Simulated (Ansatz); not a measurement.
Correlation energies of CH6BNO (`NCBO`) by basis set

```json
{"atom": "N1", "x (Å)": "-1.2030", "y (Å)": "-0.4785", "z (Å)": "-0.8923"}
{"atom": "C2", "x (Å)": "-0.7506", "y (Å)": "-0.0899", "z (Å)": "0.4633"}
{"atom": "B3", "x (Å)": "0.7070", "y (Å)": "0.4668", "z (Å)": "0.3203"}
{"atom": "O4", "x (Å)": "1.7564", "y (Å)": "-0.3083", "z (Å)": "0.6947"}
{"atom": "H5", "x (Å)": "-0.5833", "y (Å)": "-1.1782", "z (Å)": "-1.2842"}
{"atom": "H6", "x (Å)": "-1.1789", "y (Å)": "0.3187", "z (Å)": "-1.5182"}
{"atom": "H7", "x (Å)": "-0.8116", "y (Å)": "-0.9708", "z (Å)": "1.1082"}
{"atom": "H8", "x (Å)": "-1.4614", "y (Å)": "0.6415", "z (Å)": "0.8575"}
{"atom": "H9", "x (Å)": "0.9164", "y (Å)": "1.5243", "z (Å)": "-0.2243"}
{"atom": "H10", "x (Å)": "2.6090", "y (Å)": "0.0743", "z (Å)": "0.4750"}
```

Total charge 0; spin multiplicity 1. All single points use the PBE0-D4/def2-TZVP geometry. It is a higher conformer; a search finds a lower one. Frozen core, restricted reference, the Gaussian-basis code of Ansatz. CBS rows extrapolate triple and quadruple zeta; past MP2 they add the triple-zeta difference.

```csv
basis,HF (Eh),MP2 corr.
def2-SVP,-195.24614,-0.58749
def2-TZVPP,-195.47700,-0.73320
def2-QZVPP,-195.48660,-0.78578
```

Task: Estimate the CCSD correlation energy and the (T) correction in each basis where they were run (hartree).

Result: 
```
     basis  CCSD corr.       (T)
  def2-SVP    -0.62779  -0.01634
def2-TZVPP    -0.76395  -0.02845
 CBS(def2)    -0.85547     as TZ
```
